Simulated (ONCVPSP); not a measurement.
C ONCV: all-electron and pseudo phase curves

* Element: carbon (C)
* Generator: ONCVPSP 4.0.1
* Type: optimised norm-conserving Vanderbilt (ONCV)
* Functional: PBEsol
* Relativity: scalar-relativistic
* Frozen core: [He]
* Valence charge: 4
* Reference configuration: 2s1 2p3
* Partial waves: 2s: rc 1.05 bohr, ncon 4, nbas 8, qcut 5.8 1/bohr, 3 projectors, debl 3.4 Ha; 2p: rc 3.20 bohr, ncon 3, nbas 6, qcut 5.1 1/bohr, 2 projectors, debl 3.7 Ha
* Local potential: polynomial inside 0.85 bohr (lpopt 2, dvloc0 0 Ha)
* Core correction: polynomial model core, fcfact 0.4

The phase is arctan(r·R′/R) of the radial function R(r), unwrapped; energies in Ha, scanned from -2 to 5 Ha. A pole is an energy at which the radial function vanishes at the test radius. The pseudo phase is shifted by a multiple of π to meet the all-electron one at the reference energy, and phase errors are pseudo minus all-electron; the curves can meet again beyond the range given. Levels narrower than the energy grid can be missing from the lists of poles.

**Question.** For each channel, where are the poles, and over which energies does the pseudopotential scatter like the atom?

**Answer.**

```json
{"channel": "s", "radius (bohr)": "1.06", "reference energy (Ha)": "-0.52", "poles, all-electron": "none", "poles, pseudo": "none", "unbroken range about the reference energy with phases within 0.05 rad": "the whole range", "phase error 1 Ha above the reference energy (rad)": "-0.000"}
{"channel": "p", "radius (bohr)": "3.24", "reference energy (Ha)": "-0.21", "poles, all-electron": "-0.13, 1.32, 3.76", "poles, pseudo": "-0.14, 1.54, 3.77", "unbroken range about the reference energy with phases within 0.05 rad": "-0.2 to -0.1", "phase error 1 Ha above the reference energy (rad)": "-0.035"}
```

Note: ghosts flagged at negative energy: s at -4204.0 eV; GHOST(+) flagged for p at 133.5 eV. A true bound ghost makes a file unfit for plane-wave use.

Phases in the p channel:

```csv
E (Ha),all-electron,pseudo
-1.98,1.384,1.374
-1.80,1.372,1.361
-1.62,1.358,1.344
-1.44,1.341,1.324
-1.26,1.320,1.298
-1.08,1.292,1.262
-0.90,1.251,1.210
-0.72,1.186,1.126
-0.54,1.055,0.952
-0.36,0.540,0.322
-0.18,-1.391,-1.399
0.00,-1.838,-2.030
0.18,-2.209,-2.930
0.36,-3.114,-3.939
0.54,-4.071,-4.309
0.72,-4.403,-4.466
0.90,-4.547,-4.554
1.08,-4.632,-4.612
1.26,-4.694,-4.656
1.44,-4.748,-4.693
1.62,-4.805,-4.727
1.80,-4.878,-4.764
1.98,-5.004,-4.810
2.16,-5.332,-4.882
2.34,-6.566,-5.049
2.52,-7.386,-5.935
2.70,-7.599,-7.405
2.88,-7.692,-7.649
3.06,-7.745,-7.734
3.24,-7.782,-7.779
3.42,-7.810,-7.810
3.60,-7.834,-7.834
3.78,-7.856,-7.855
3.96,-7.878,-7.875
4.14,-7.900,-7.898
4.32,-7.926,-7.929
4.50,-7.960,-7.995
4.68,-8.008,-8.462
4.86,-8.091,-10.832
```
